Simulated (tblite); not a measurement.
Species: C3H7FPSi2 (doublet state).
Atom-mapped SMILES: `[CH3:1][C:2]#[C:3][SiH2:4][Si@H:5]([F:6])[PH:7]` (hydrogens: H8, H9, H10 on C1; H11, H12 on Si4; H13 on Si5; H14 on P7)

A start from a force field or distance geometry was refined with GFN2-xTB geometry optimisation, gas phase in tblite. Values at the start:

| coordinate | start |
| --- | --- |
| C1–C2 | 1.492 Å |
| C1–H8 | 1.105 Å |
| C2≡C3 | 1.199 Å |
| C3–Si4 | 1.833 Å |
| Si4–Si5 | 2.246 Å |
| Si4–H11 | 1.456 Å |
| Si4–H12 | 1.477 Å |
| Si5–F6 | 1.691 Å |
| Si5–P7 | 2.157 Å |
| Si5–H13 | 1.489 Å |
| P7–H14 | 1.405 Å |
| C1–C2–C3 | 179.0° |
| C2–C3–Si4 | 178.7° |
| C3–Si4–Si5 | 107.3° |
| Si4–Si5–F6 | 109.8° |
| Si4–Si5–P7 | 106.4° |
| F6–Si5–P7 | 110.4° |
| C3–Si4–Si5–F6 | 70° |

Question: How do these coordinates change at the GFN2-xTB level?

Answer: 
| coordinate | GFN2-xTB (Å or °) | change |
| --- | --- | --- |
| Si4–Si5 | 2.334 | +0.088 |
| Si5–F6 | 1.622 | -0.069 |
| Si5–P7 | 2.206 | +0.049 |
| C1–C2 | 1.444 | -0.048 |
| Si5–H13 | 1.466 | -0.023 |
| C1–H8 | 1.090 | -0.015 |
| P7–H14 | 1.391 | -0.014 |
| Si4–H11 | 1.468 | +0.012 |
| C2≡C3 | 1.207 | +0.008 |
| C3–Si4 | 1.841 | +0.008 |
| Si4–H12 | 1.471 | -0.006 |
| Si4–Si5–P7 | 116.2 | +9.8 |
| F6–Si5–P7 | 106.2 | -4.2 |
| Si4–Si5–F6 | 106.4 | -3.4 |
| C3–Si4–Si5 | 109.8 | +2.5 |
| C2–C3–Si4 | 177.3 | -1.4 |
| C1–C2–C3 | 179.3 | +0.3 |
| C3–Si4–Si5–F6 | 72 | +2 |

The energy falls by 11.2 kcal/mol over 73 L-BFGS steps, the largest force on an atom goes from 2.15 to 0.009 eV/Å, and the atoms move by 0.262 Å rms after alignment. The bond that changes most is Si4–Si5 (ends: silicon bonded to C, Si and 2 H; silicon bonded to F, P, Si and H), which lengthens by 0.088 Å. Bonds longer at the end by more than 0.005 Å: 5 of 13; shorter: 8. Among the dihedrals that turn most is H13–Si5–P7–H14, from -3° to 66°. Rotational constants go from 1785, 786.3, 683.9 to 1770, 742.7, 634.1 MHz.

Its lowest GFN2-xTB frequency is 10i cm⁻¹, too small to tell a flat minimum from a shallow saddle. 3 starts were optimised and ended at 0.00, 0.74 and 0.96 kcal/mol (GFN2-xTB); the lowest of these is shown.

One conformer stands for the species.

All values are computed, not measured.
